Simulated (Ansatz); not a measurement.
Consider the ligand exchange at the Hf–Cl bond: `[NH2][Hf]([F])([Cl])[Cl]` + H–F → `[NH2][Hf]([F])([F])[Cl]` + HCl.

Calculated with Ansatz (gas phase, PBE0-D4/def2-TZVP geometries, no zero-point term in ΔE). CBS: MP2 limit from def2 TZ/QZ plus the TZ coupled-cluster correction, frozen cores. This one scheme is used for every species. Functionals use def2-TZVPP. HSE06 is defined as in plane-wave codes. Elements past krypton have def2 core potentials. For Hf outer-core shells are correlated without core-valence functions, which leaves a few kJ/mol of doubt a bond. One conformer a species, not always the lowest.

```csv
level,ΔE (kcal/mol),difference from CCSD(T)/CBS
BLYP-D4,-6.1,-3.5
B97M-V,-4.8,-2.2
r2SCANh-D4,-4.0,-1.4
HSE06-D4,-3.0,-0.4
PBE-QIDH,-2.4,0.2
PBE,-5.4,-2.8
LC-ωPBE,-6.5,-3.9
RPA@PBE/def2-TZVPP,-4.4,-1.8
SCS-MP2/def2-QZVPP,-3.0,-0.4
CCSD/CBS(def2),-2.9,-0.3
CCSD(T)/CBS,-2.6,0
```

Largest T1 diagnostic among the species: 0.015.

From r2SCAN to r2SCAN0 (25 % exact exchange), in def2-TZVPP and without D4, ΔE moves by +1.4 kcal/mol. The D4 term adds +1.1 kcal/mol with B3LYP and +0.6 kcal/mol with PBE0; it sums over pairs of atoms, weighted by their polarisabilities, and B3LYP, whose exchange is more repulsive, gets the larger term. Leaving LDA and LC-ωPBE aside and taking each functional with its dispersion term where it has one, the values spread over 3.7 kcal/mol, from BLYP-D4 to PBE-QIDH. LDA lies +0.9 kcal/mol from PBE without D4.

B3LYP here is the variant with VWN-RPA as its local correlation; programs differ in this.
